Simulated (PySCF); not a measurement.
**Magnetisability: `C[C@@H]1[C@H](F)[C@H]1[SiH3]`, C$_{4}$H$_{9}$FSi**

Geometry:
```csv
atom,x (Å),y (Å),z (Å)
C1,-1.976,-0.358,-0.597
C2,-0.626,-0.545,0.046
C3,-0.235,0.281,1.227
F4,-1.113,1.222,1.686
C5,0.433,0.527,-0.091
Si6,2.251,0.111,-0.342
H7,-1.938,-0.650,-1.645
H8,-2.287,0.683,-0.535
H9,-2.724,-0.969,-0.095
H10,-0.283,-1.574,0.060
H11,0.303,-0.150,2.062
H12,0.079,1.425,-0.585
H13,3.067,1.212,0.171
H14,2.487,-0.086,-1.772
H15,2.557,-1.121,0.389
```

Computed, not measured: PySCF, GIAO B3LYP/pcSseg-1 magnetisability, rotational g tensor and spin-rotation constants, non-relativistic, gas phase. Geometry: GFN2-xTB.

**Question.** What are the magnetisability and the molar susceptibility?

**Answer.** Isotropic -1181 × 10⁻³⁰ J/T², or -71.1 × 10⁻⁶ cm³/mol; principal values -1336, -1111, -1095 × 10⁻³⁰ J/T², anisotropy 234 × 10⁻³⁰ J/T² (root of half the summed squared differences of the principal values). The susceptibility is in cgs units.

**Question.** Split it along the inertial axes a, b, c into diamagnetic and paramagnetic parts about the centre of mass, with the quadrupole moment.

**Answer.** 
| axis | χ (10⁻⁶ cm³/mol) | diamagnetic (10⁻⁶ cm³/mol) | paramagnetic (10⁻⁶ cm³/mol) | summed x² of all electrons (Å²) | quadrupole Θ (D Å) |
| --- | --- | --- | --- | --- | --- |
| a | -76.5 | -369.0 | 292.5 | 161.3 | -2.79 |
| b | -66.3 | -782.9 | 716.7 | 63.7 | -0.74 |
| c | -70.6 | -954.8 | 884.2 | 23.2 | +3.53 |

Anisotropies 2χaa − χbb − χcc = -16.0 and 2χbb − χaa − χcc = +14.5 × 10⁻⁶ cm³/mol. Θ is traceless in Buckingham's convention.

**Question.** And the rotational g tensor?

**Answer.** 
| axis | rotational constant (GHz) | g | nuclear part | electronic part |
| --- | --- | --- | --- | --- |
| a | 4.5259 | -0.0091 | 0.6129 | -0.6220 |
| b | 1.7524 | -0.0129 | 0.5771 | -0.5900 |
| c | 1.3886 | -0.0090 | 0.5678 | -0.5768 |

Asymmetric top; isotopes 12C, 19F, 1H, 28Si; no vibrational averaging.
